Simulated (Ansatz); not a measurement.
Ansatz (a first-principles code) input (CCSD(T)/cc-pV5Z):

Ansatz 0.2 input:
```yaml
crystal:
  periodic: [false, false, false]
  atoms:
    - {symbol: C, position_ang: [0.43253865, 1.09436672, -0.08055922]}
    - {symbol: C, position_ang: [-0.90353315, 0.83320993, 0.07923344]}
    - {symbol: C, position_ang: [-0.92830556, -0.57986504, 0.12239808]}
    - {symbol: N, position_ang: [0.28165563, -1.11793930, -0.00019936]}
    - {symbol: N, position_ang: [1.11734653, -0.05207385, -0.12591185]}
    - {symbol: H, position_ang: [-1.71798064, 1.52986959, 0.15220765]}
    - {symbol: H, position_ang: [-1.78368185, -1.22649100, 0.23838672]}
    - {symbol: H, position_ang: [2.10444773, -0.19955620, -0.23424960]}
basis:
  gaussian:
    orbitals: cc-pV5Z
magnetization: {spin_polarized: true, initial_magnetization: 1}
correlation: {method: ccsd_t, electrons: outside_noble_gas}
```

End of the output:

```
mean field evaluation 4: about -6101.4470 eV, gradient 4.2e0 eV
mean field evaluation 8: about -6101.6408 eV, gradient 5.0e-1 eV
mean field evaluation 16: about -6101.7113 eV, gradient 1.6e-1 eV
mean field evaluation 32: about -6101.6771 eV, gradient 3.8e-1 eV
mean field evaluation 64: about -6101.4675 eV, gradient 9.5e-1 eV
mean field evaluation 96: about -6099.3005 eV, gradient 4.7e-1 eV
mean field evaluation 128: about -6099.4928 eV, gradient 2.0e0 eV
mean field evaluation 160: about -6099.8468 eV, gradient 1.5e0 eV
mean field -6101.71287045 eV, -224.2338120996 hartree, gradient 2.5e-6 eV, S^2 0.988203; 5 other end points of the search recorded, 0 dependent functions left out
determinant -6101.71287045 eV, -224.2338120996 hartree, with singles and doubles -6127.23056067 eV, -225.1715699185 hartree
determinant -6100.72266088 eV, -224.1974225689 hartree, with singles and doubles -6125.86768242 eV, -225.1214850665 hartree
determinant -6099.26668489 eV, -224.1439164382 hartree, with singles and doubles -6124.86183556 eV, -225.0845208763 hartree
5 core orbitals not correlated
reference -6101.71287045 eV, -224.2338120996 hartree; 13, 12 occupied and 602, 603 virtual orbitals, 3924 factors
second order -24.65682768 eV of doubles, -0.00000000 eV of singles
coupled cluster: 93.27 GiB planned
cycle   1  -24.79142169 eV  change    -2.8e0 eV  update   3.3e-2
cycle   2  -24.91611349 eV  change   -1.2e-1 eV  update   8.7e-3
cycle   3  -24.90507065 eV  change    1.1e-2 eV  update   4.5e-3
cycle   4  -24.91032042 eV  change   -5.2e-3 eV  update   2.4e-3
cycle   5  -24.91564880 eV  change   -5.3e-3 eV  update   1.3e-3
cycle   6  -24.91807810 eV  change   -2.4e-3 eV  update   5.9e-4
cycle   7  -24.91897916 eV  change   -9.0e-4 eV  update   2.3e-4
cycle   8  -24.91919839 eV  change   -2.2e-4 eV  update   1.2e-4
cycle   9  -24.91914711 eV  change    5.1e-5 eV  update   6.4e-5
cycle  10  -24.91908939 eV  change    5.8e-5 eV  update   3.2e-5
cycle  11  -24.91909590 eV  change   -6.5e-6 eV  update   1.6e-5
coupled cluster: 93.27 GiB planned
perturbative correction -1.40120677 eV, -0.0514933990 hartree
Total energy: -6128.03317312 eV, -225.2010653820 hartree
```

It need not be the lowest isomer of its formula.

The determinant is spin-contaminated: <S^2> is 0.99 against 0.75 for a pure state.
